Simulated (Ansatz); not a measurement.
Ansatz (an electronic-structure program) input (RI-MP2/def2-QZVPPD):
A basis named .json is the Basis Set Exchange file of that set.

Ansatz 0.2 input:
```yaml
crystal:
  periodic: [false, false, false]
  atoms:
    - {symbol: B, position_ang: [-0.01579509, 0.40555182, -0.00301507]}
    - {symbol: Cl, position_ang: [-0.08349558, 2.14381667, -0.01593818]}
    - {symbol: Br, position_ang: [1.67383269, -0.48534880, -0.00895730]}
    - {symbol: Br, position_ang: [-1.63102126, -0.61386955, 0.01712943]}
basis:
  gaussian:
    orbitals: def2-QZVPPD.json
    fitting: {mean_field: def2-universal-jkfit, correlation: def2-QZVPPD-RIFIT.json}
magnetization: {spin_polarized: false}
correlation: {method: mp2, electrons: outside_noble_gas}
```

Output:

```
Functional definition: HF
integrals: 0.65 GiB planned
735 factors; integrals over basis functions are off by at most 1.5e0 eV
mean field: 1.87 GiB planned
mean field evaluation 1: about -153178.7335 eV, gradient 1.8e1 eV
mean field evaluation 2: about -153179.5604 eV, gradient 1.3e1 eV
mean field evaluation 4: about -153179.9177 eV, gradient 7.5e-1 eV
mean field evaluation 8: about -153179.9217 eV, gradient 1.2e-6 eV
mean field -153179.92172563 eV, -5629.2582943367 hartree, gradient 1.2e-6 eV, S^2 0.000000; 0 other end points of the search recorded, 0 dependent functions left out
34 core orbitals not correlated
968 factors; their error is unknown
reference -153179.92172563 eV, -5629.2582943367 hartree; 12, 12 occupied and 292, 292 virtual orbitals, 968 factors
second order -18.17561721 eV of doubles, -0.00000000 eV of singles
Total energy: -153198.09734284 eV, -5629.9262359492 hartree
```
